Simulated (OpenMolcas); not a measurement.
Ag3+ (d8) in a complex was computed by CASSCF with the d shell active (OpenMolcas, ANO-RCC-VDZP on the metal). Its lowest spin-free states, and all those of the highest spin:

```
2S+1  Degeneracy  E (cm-1)
   3           1       0.0
   1           1     10404
   1           1     12482
   3           1     15873
   3           2     17847
   1           1     24280
   3           2     24716
   1           1     27742
   3           1     28085
   1           2     28704
   1           2     33103
   1           1     36819
   3           1     39946
   3           2     40106
```

Q: Is the site octahedral, tetrahedral or cube-like, axial, or of lower symmetry?

A: The states with 2S+1 = 3 have orbital degeneracies 1, 1, 2, 2, 1, 1, 2. There are pairs but no triples, so the site is axial: not cubic, but with a proper or improper axis of order three or more. The run had Ag3+ with 6 ligands (fluoride) in tetragonal octahedral coordination (D4h) at 2.06 Å, the axial distance 1.957 Å. A charge of +0.5 e stands 2.6 Å behind each ligand. Ligand basis ANO-RCC-VDZP.

Without dynamic correlation the repulsion within the d shell is too large (B by tens of per cent), so at a given field states of lower spin stand too high. Real 4d8 and 5d8 ions are as a rule square planar and diamagnetic. This shell can be high or low spin here, a state of another spin lies low, and with metal d orbitals alone active their balance is uncertain, so the ground spin may be wrong. The least metal-like active orbital is 74 % on the metal (Löwdin) and no ligand orbital is active, so the numbers are rough. With metal d orbitals alone the field can be off either way by tens of per cent. Ligand-to-metal charge-transfer states are missing. With no ligand orbital active B as a rule stays too high, so bands that hang on it stand too high and its fall with covalency is understated. No measured value stands beside these numbers; the geometry is a model, was not optimised and need not be the one that this ion takes.
